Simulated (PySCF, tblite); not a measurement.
One entry of a table of gas-phase calculations, keyed by method. Lists by class give the value and the number of equivalent atoms.

```json
{
 "formula": "C7H13O2P",
 "smiles": "O=[P@](O)(C1CCC1)C1CC1",
 "charge": 0,
 "multiplicity": 1,
 "geometry_level": "GFN2-xTB",
 "electronic_structure_code": "PySCF",
 "results": {
  "GFN2-xTB geometry": {
   "point_group": "C1",
   "rotational_constants_GHz": [2.07, 0.879, 0.756]
  },
  "PBE0/pcSseg-1 ground state and GIAO shieldings, non-relativistic": {
   "dipole_D": 4.8,
   "homo_eV": -7.58,
   "lumo_eV": 0.62,
   "shift_vs_computed_TMS_C_by_class_ppm": [
    [37.7, 1],
    [22.1, 1],
    [20.9, 1],
    [20.5, 1],
    [10.8, 1],
    [6.2, 1],
    [0.8, 1]
   ],
   "shift_vs_computed_TMS_H_by_class_ppm": [
    [2.68, 1],
    [2.6, 1],
    [2.34, 1],
    [2.29, 1],
    [2.16, 1],
    [1.99, 1],
    [1.94, 1],
    [1.55, 1],
    [1.1, 1],
    [0.9, 1],
    [0.72, 1],
    [0.57, 1],
    [0.2, 1]
   ],
   "shielding_other_nuclei_by_class_ppm": [
    ["O", 243.2, 1],
    ["O", 248.7, 1],
    ["P", 286.7, 1]
   ]
  },
  "GFN2-xTB harmonic vibrations, gas phase": {
   "strongest_ir_bands_cm-1_km_per_mol_modes": [
    [341.7, 63.7, 1],
    [702.4, 126.1, 1],
    [783.6, 71.9, 1],
    [864.2, 362.6, 1],
    [1294.2, 230.8, 1],
    [3012.1, 83.1, 1]
   ],
   "zpe_kcal_per_mol": 119.0
  }
 }
}
```

With B = h/(8π²I), that is 505.379 GHz u Å² over I, the principal moments of inertia are 244.2, 575.2 and 668.6 u Å² (most abundant isotopes). A dipole of 4.80 D is allowed in C1, and pure rotational transitions are dipole-allowed. The dipole matches unit charges of opposite sign 1.00 Å apart (1 e·Å = 4.8032 D). The rotational constants make it an asymmetric top with κ = (2B − A − C)/(A − C) = -0.81, nearer the prolate limit (−1).

Conformer computed: `[O:1]=[P@:2]([OH:3])([CH:4]1[CH2:5][CH2:6][CH2:7]1)[CH:8]1[CH2:9][CH2:10]1`: O1–P2–C4–C5 45°, O1–P2–C8–C9 19°, H–O3–P2–O1 179°.

One conformer stands for the species.
